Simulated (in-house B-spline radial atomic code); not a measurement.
# K⁶⁺: [Ne] 3s2 3p1

All numbers are computed (non-relativistic B97-1, spin-polarised, spherical fractional occupations; point nucleus) with a radial B-spline atomic code at the basis-set limit, not measured.

Effective charges: Z_r = [3n² - l(l+1)]/(2<r>) from the radius, Z_e = n√(-2ε) from the energy, and Slater's rules. Values are occupation-weighted means over spin.

| shell | electrons | ε (eV) | <r> (bohr) | Z_r | Z_e | Slater |
| --- | --- | --- | --- | --- | --- | --- |
| 1s | 2 | -3648.7 | 0.08151 | 18.40 | 16.38 | 18.70 |
| 2s | 2 | -470.39 | 0.3867 | 15.52 | 11.76 | 14.85 |
| 2p | 6 | -398.29 | 0.348 | 14.37 | 10.82 | 14.85 |
| 3s | 2 | -127.66 | 1.118 | 12.08 | 9.19 | 9.50 |
| 3p | 1 | -107.85 | 1.159 | 10.79 | 8.45 | 9.50 |

The least bound orbital is 3p up at -107.9 eV, and it is also the most diffuse (<r> = 1.159 bohr).

Caution: exact exchange at fractional occupations of open shells leaves self-interaction of up to several eV.
